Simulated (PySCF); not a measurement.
Bonds (- single, = double, # triple, : aromatic): C1-C2, C2-O3, O3-C4, C4-C5, C5-C6, C5-C7, C5-C8. C1 carries H9, H10, H11; C2 carries H12, H13; C4 carries H14, H15; C6 carries H16, H17, H18; C7 carries H19, H20, H21; C8 carries H22, H23, H24.

- structure optimised with PBE0-D3(BJ)/def2-SVP
- GIAO PBE0/pcSseg-1 shieldings
- run in PySCF 2.14.0 with density-fitted response routines
- averaged over atoms made equivalent by symmetry, fast rotation or ring inversion, a single conformation, non-relativistic Hamiltonian, isolated molecule

Problem. Predict the 2D correlation tables (HSQC, COSY, HMBC).

Solution. 

HSQC (one-bond C–H):
| δH | δC |
| --- | --- |
| 3.56 (H12/H13) | 67.3 (C2) |
| 2.84 (H14/H15) | 79.9 (C4) |
| 1.13 (H9/H10/H11) | 14.8 (C1) |
| 0.90 (H16/H17/H18/H19/H20/H21/H22/H23/H24) | 28.1 (C6/C7/C8) |

COSY cross peaks (H two or three bonds apart, from the bond graph; peaks can be absent where the dihedral angle is near 90°):
| δH | δH |
| --- | --- |
| 3.56 (H12/H13) | 1.13 (H9/H10/H11) |

HMBC (two and three bonds, from the bond graph):
| δH | δC |
| --- | --- |
| 3.56 (H12/H13) | 79.9 (C4), 14.8 (C1) |
| 2.84 (H14/H15) | 67.3 (C2), 31.9 (C5), 28.1 (C6/C7/C8) |
| 1.13 (H9/H10/H11) | 67.3 (C2) |
| 0.90 (H16/H17/H18/H19/H20/H21/H22/H23/H24) | 79.9 (C4), 31.9 (C5), 28.1 (C6/C7/C8) |

Shifts are taken against calculated references (same method and geometry level): TMS for 1H, 13C.

Short H···H contacts in this conformer between protons four or more bonds apart (candidates for NOE cross peaks, intensity ∝ r⁻⁶): H12···H15 2.32 Å, H11···H14 2.34 Å, H14···H17 2.47 Å.

Shifts are as computed. Against solution values, carbons near 30 ppm lie about +2 ppm off and those near 130 ppm about +5 ppm. Of 1211 compounds with measured shifts, 218 miss one by over three times the rms of a fit or turn the order of signals round; such compounds aren't used in these exercises.
